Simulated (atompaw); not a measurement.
**Before and after: PAW (atompaw) potential for Tl (Z = 81)**

| Quantity | Value |
| --- | --- |
| Element | Tl (Z = 81) |
| Generator | atompaw 4.2.0.5 |
| Type | PAW |
| Functional | PBE |
| Relativity | non-relativistic |
| Frozen core | [Xe] 4f14 5d10 |
| Valence charge | 3 |
| Reference configuration | 6s2 6p1 |
| Partial waves | 6s (bound): rc 3.00 bohr; 6s channel at 0.65 Ry: rc 1.25 bohr; 6p (bound): rc 3.00 bohr; 6p channel at 0.8 Ry: rc 3.00 bohr; 6d channel at 0.1 Ry: rc 3.00 bohr |
| Local potential | vpsmatchnc scheme with l = 3 at -0.5 Ry, radius 2.00 bohr |
| Core correction | smooth core density matched at 2.80 bohr |
| Augmentation charge | besselshape compensation charge, radius 2.45 bohr; PAW radius 3.00 bohr; waves and projectors: custom rrkj gramschmidtortho |

All-electron outer shells of the reference configuration (PBE, non-relativistic, ld1.x):

```csv
shell,level (eV),outermost node (bohr),outermost maximum (bohr)
5p,-70.62,0.52,0.94
5d,-18.24,0.54,1.11
6s,-7.49,1.16,2.35
6p,-2.58,1.28,3.02
```

Change: wave 6d channel at 0.1 Ry: rc 3.00 bohr becomes 6d channel at 2.01 Ry: rc 3.00 bohr.

Cutoffs: the cutoffs (Ry, on a coarse ladder) from which the occupation-weighted sum of valence levels, in a spherical-Bessel basis at the reference potential, stays within 10 and 1 mRy of its value at 400 Ry; they do not see the model core or the augmentation charge, which bear on the density cutoff.

What does the change do?

Both files are so soft that the ladder of cutoffs tells neither apart; the bound ghosts move from d, p, s to p, s; the range in which the d phases agree widens (upper end 0.8 → at the end of the scan).

| quantity | base | changed |
| --- | --- | --- |
| cutoff, loose | 6 Ry | 6 Ry |
| cutoff, tight | 6 Ry | 6 Ry |
| bound ghosts | p, s, d | p, s |
| s: phases at 3.01 bohr within 0.05 rad from the reference energy up to (Ry; the scan ends near 5) | 2.8 | 2.8 |
| p: phases at 3.01 bohr within 0.05 rad from the reference energy up to (Ry; the scan ends near 5) | 3.6 | 3.6 |
| d: phases at 3.01 bohr within 0.05 rad from the reference energy up to (Ry; the scan ends near 5) | 0.8 | to the end of the scan |
| lowest overlap eigenvalue by channel | s 0.02, p 0.26, d 1.00 | s 0.02, p 0.26, d 0.97 |

 A true bound ghost makes a file unfit for plane-wave use even where its test errors are small: the radial tests pick states by their node count and pass the ghost by. The cutoffs see the waves, projectors and local potential, not the compensation charge or the core.
